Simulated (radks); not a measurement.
Q: Cd4+, 44 electrons, occupied as [Kr] 4d6 4f2 (not the ground configuration). All-electron calculation, scalar-relativistic Kohn-Sham, BP86, spin-polarised, spherical densities, finite nucleus; open shells are filled with parallel spins first (spin-orbit coupling, left out, can overturn this in heavy ions); Fermi nuclear charge, rms radius 4.6087 fm. Program: a radial shooting solver on a logarithmic mesh with Libxc functionals. Some entries of the table are withheld. Estimate them.

orbital,occ.,eigenvalue (eV),r(max) (bohr)
1s down,1,-26601.47,0.01968
1s up,1,-26601.47,0.01968
2s up,1,-4011.460,0.1112
2s down,1,-4010.459,0.1112
2p up,3,-3607.030,0.08898
2p down,3,-3606.267,0.08897
3s up,1,-804.7175,0.3237
3s down,1,-804.1515,0.3237
3p up,3,-672.1098,0.3169
3p down,3,-671.4711,0.3169
3d up,5,-464.8514,0.2654
3d down,5,-463.9047,0.2655
4s up,1,-173.7397,0.7901
4s down,1,-169.4999,0.7878
4p up,3,-133.7636,0.8357
4p down,3,-129.3811,0.8330
4d up,5,-74.8464,0.9366
4d down,1,-70.3735,0.9334
5s up,0,-50.5039,(1)
5s down,0,-47.2570,(2)
5p up,0,(3),2.107
5p down,0,(4),2.144
4f up,2,-23.7628,1.732

A: 
(1) 5s up r(max) (bohr): 1.868
(2) 5s down r(max) (bohr): 1.889
(3) 5p up eigenvalue (eV): -40.2983
(4) 5p down eigenvalue (eV): -37.4537
